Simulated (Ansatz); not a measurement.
A nudged elastic band was laid between two geometries of ClHOZn + F (5 atoms, charge 0, multiplicity 2).

The calculation used Ansatz 0.2.0, UKS BHLYP-D4/def2-mTZVP.

| Property | Result |
| --- | --- |
| movable images | 9 |
| climbing image | yes |
| spring | 5.0 eV/Å² |
| optimiser | quadratic models (default) |
| start path | through a guess of the saddle point |
| force threshold | 0.05 eV/Å |
| iteration limit | 60 |
| end points | relaxed |

Image 0:

```xyz
5
Properties=species:S:1:pos:R:3
Zn 0.020 -0.072 -0.039
Cl -0.004 0.014 2.065
O 0.011 -0.040 -1.808
H 0.236 -0.852 -2.255
F -0.009 0.032 4.900
```

Image 10:

```xyz
5
Properties=species:S:1:pos:R:3
Zn 0.125 -0.449 0.707
Cl -0.432 1.554 2.354
O 0.055 -0.196 -1.044
H 0.265 -0.953 -1.586
F 0.242 -0.873 2.432
```

(1) What changes between the two ends?

(2) What energy profile does the band end with?

The band took 12 iterations and about 9 core-minutes.

Results:

(1) Bonds broken: Zn1–Cl2. Bonds formed: Zn1–F5. ClHOZn + F becomes ClFHOZn.

(2) The run converged. The highest image is number 0 of 0 to 10, 0.000 eV above the first end and 0.799 eV above the last; the last end lies 0.799 eV below the first. The highest image is an end point: on this band no image between the ends rises above it.

```tsv
image	path coordinate (Å)	energy (eV)	Zn1–Cl2 (Å)	Zn1–F5 (Å)
0	0.00	0.000	2.11	4.94
1	0.09	-0.001	2.11	4.95
2	0.55	-0.012	2.11	4.79
3	1.00	-0.034	2.11	4.51
4	1.45	-0.061	2.11	4.18
5	1.91	-0.093	2.12	3.81
6	2.36	-0.129	2.12	3.42
7	2.82	-0.181	2.13	2.98
8	3.27	-0.318	2.16	2.44
9	3.72	-0.710	2.33	1.91
10	4.18	-0.799	2.65	1.78
```

Run time: 2.6 min on 4 threads of AMD EPYC 9R45 96-Core Processor (Zen 5), on a shared host, peak memory 0.4 GiB.
